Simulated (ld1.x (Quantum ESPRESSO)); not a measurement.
## Cr (Z = 24): variants of one TM potential

Base potential:

```json
{"Element": "chromium", "Generator": "ld1.x (Quantum ESPRESSO) 7.5", "Type": "norm-conserving Troullier–Martins (Kleinman–Bylander form)", "Functional": "PBE", "Relativity": "scalar-relativistic", "Frozen core": "[Ne]", "Valence charge": "14", "Reference configuration": "3s2 3p6 3d5 4s1 4p0", "Partial waves": "3p (bound): rc 1.10 bohr; 3d (bound): rc 1.30 bohr; 4f channel at 0.1 Ry: rc 1.30 bohr; 3s (bound): rc 1.05 bohr", "Local potential": "the s channel", "Core correction": "none"}
```

Occupied shells without a wave of their own: 4s. They enter only through the test configuration that unscreens the potential.

Cutoffs, loose and tight: the cutoffs (Ry, on a coarse ladder) from which the occupation-weighted sum of valence levels, in a spherical-Bessel basis at the reference potential, stays within 10 and 1 mRy of its value at 400 Ry. They do not see the model core or the augmentation charge, which bear on the density cutoff. Test errors are all-electron minus pseudo excitation energies from the reference, over the configurations 3s2 3p6 3d5 4s0 4p0; 3s2 3p6 3d4 4s0 4p0; 3s2 3p6 3d3 4s0 4p0; 3s2 3p6 3d5.5 4s0.5 4p0; 3s2 3p6 3d6 4s0 4p0; 3s2 3p6 3d4 4s2 4p0; 3s2 3p6 3d2 4s0 4p0. A dash means not determined; rows that change the core or the reference have their own tests.

```tsv
change	outcome	cutoff, loose	cutoff, tight	bound ghosts	largest test error (meV)
base	generated	140 Ry	230 Ry	none	-263
all radii scaled by about 1.17 (s 1.24, p 1.30, d 1.52, f 1.52 bohr)	generated, misses its reference levels by 0.26 eV	100 Ry	140 Ry	none	-858
wave 3s (bound): rc 1.05 bohr becomes 3s (bound): rc 1.32 bohr	generated, misses its reference levels by 0.34 eV	120 Ry	160 Ry	none	-1310
wave 3p (bound): rc 1.10 bohr becomes 3p (bound): rc 1.70 bohr	generated	140 Ry	230 Ry	none	-271
reference 3s2 3p6 3d5.5 4s0.5 4p0	generated	140 Ry	230 Ry	none	+175
wave 4f channel at 0.1 Ry: rc 1.30 bohr becomes 4f channel at 5.82 Ry: rc 1.30 bohr	generated	140 Ry	230 Ry	none	-263
functional BLYP	generated	140 Ry	230 Ry	none	-265
```
